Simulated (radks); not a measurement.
Task: These are the eigenvalues of the occupied orbitals of an atom or ion with whole-number occupations (eV). Method: Dirac Kohn-Sham, PBEsol, spin-unpolarised, spherical densities, finite nucleus; Fermi nuclear charge, rms radius of each element as measured or else 0.836 A^(1/3) + 0.57 fm; computed with a radial shooting solver on a logarithmic mesh with Libxc functionals.

| orbital | eigenvalue |
|---|---|
| 1s1/2 | -27727.82 |
| 2s1/2 | -4157.163 |
| 2p1/2 | -3878.007 |
| 2p3/2 | -3667.306 |
| 3s1/2 | -794.7176 |
| 3p1/2 | -682.0238 |
| 3p3/2 | -643.9666 |
| 3d3/2 | -444.4198 |
| 3d5/2 | -436.6193 |
| 4s1/2 | -126.9138 |
| 4p1/2 | -90.0886 |
| 4p3/2 | -83.4148 |
| 4d3/2 | -26.5871 |
| 4d5/2 | -25.7231 |
| 5s1/2 | -14.9821 |

Which element is it, and in what charge state? The configuration may be excited. Open shells, if any, fill j = l - 1/2 first.

Result: Z = 49, indium, charge +1: In+ in [Kr] 4d10 5s2. The list shows which subshells hold electrons but not how many an open one holds; the 1s level, -1019 hartree, gives Z - s = 45.1 by -(Z - s)^2/2, which with screening and relativity narrows Z to a few neighbours, and the depths of the outer levels then fix element, charge and occupations together.
